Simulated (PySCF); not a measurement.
Job for PySCF: R-B3LYP/3-21G on CH9GeN (a complex), monomers drawn apart or pushed together.

```python
from pyscf import gto, scf, dft, mp
from pyscf.data.elements import chemcore

mol = gto.M(
    atom='''
    Ge   -0.11633913   -0.18633466    0.27624176
    H    -0.49513572   -0.10737616   -1.21030358
    H     1.11741138   -1.08656079    0.44048816
    H    -1.28880555   -0.77367958    1.07495295
    H     0.20355214    1.22091648    0.80055634
    C    -0.36723617    0.71827870    5.47471449
    N     0.74642998   -0.16723781    5.14268937
    H     0.01781873    1.60356780    5.98303519
    H    -1.03451561    0.20915162    6.17178010
    H    -0.96715939    1.05509358    4.61846264
    H     1.39670575    0.28272673    4.51053844
    H     0.42067578   -1.01138559    4.68857020
    ''',
    basis='3-21g',
    charge=0, spin=0, verbose=3, max_memory=1800)
mf = dft.RKS(mol, xc='b3lyp')
mf.conv_tol = 1e-8
mf.max_cycle = 100
mf.kernel()
if not mf.converged:
    mf = mf.newton().run(mf.mo_coeff, mf.mo_occ)
```

The log:

```
converged SCF energy = -2164.67788870473
```

The run converged.

Cost: around 7 core-seconds (rough).
